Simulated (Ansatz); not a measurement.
Consider the redistribution: `O[SiH](S)S` + `[CH3][V](=[O])([OH])[F]` → `F[SiH](S)S` + `[CH3][V](=[O])([OH])[OH]`.

Computed with Ansatz on PBE0-D4/def2-TZVP structures; ΔE is electronic, products minus reactants. CBS: MP2 limit from def2 TZ/QZ plus the TZ coupled-cluster correction, frozen cores. Functionals use def2-TZVPP. For V outer-core shells are correlated without core-valence functions, which leaves a few kJ/mol of doubt a bond. Scalar relativity is left out up to krypton. Each species was taken in one conformer, which may not be the lowest.

(1) Is it downhill or uphill in electronic energy at CCSD(T)/CBS, and by how much? (An estimate is asked.)

(2) What do these levels give: BLYP-D4, r2SCAN0-D4, B2PLYP, PBE, revPBE, MP2/CBS(def2)? (An estimate is asked.)

(3) What do rigid-rotor, harmonic-oscillator terms from PBE0-D4/def2-TZVP frequencies (298.15 K, 1 bar) make of the CCSD(T)/CBS value? (Estimate.)

Largest T1 diagnostic among the species: 0.031, so the coupled-cluster value is less sure than usual.

Answers

(1) Ansatz gave: Nearly level: ΔE = +1.2 kJ/mol.

(2) Computed: BLYP-D4 8.2, r2SCAN0-D4 8.5, B2PLYP 4.3, PBE 9.4, revPBE 9.9, MP2/CBS(def2) -2.3 kJ/mol.

(3) Computed: ΔZPE = -2.1 kJ/mol, ΔH = -0.6 kJ/mol, ΔS = 2 J/(mol·K), ΔG = -1.1 kJ/mol.

Leaving LDA and LC-ωPBE aside and taking each functional with its dispersion term where it has one, the values, not all of them listed here, spread over 7.3 kJ/mol, from B2PLYP to revPBE-D4. At CCSD(T), def2-SVP lies +6.5 kJ/mol from the extrapolated value and def2-TZVPP +2.3 kJ/mol. In def2-TZVPP, CCSD(T) changes the Hartree–Fock value by −5.4 kJ/mol (the triples alone add −1.2 kJ/mol) and MP2 by −8.9 kJ/mol.
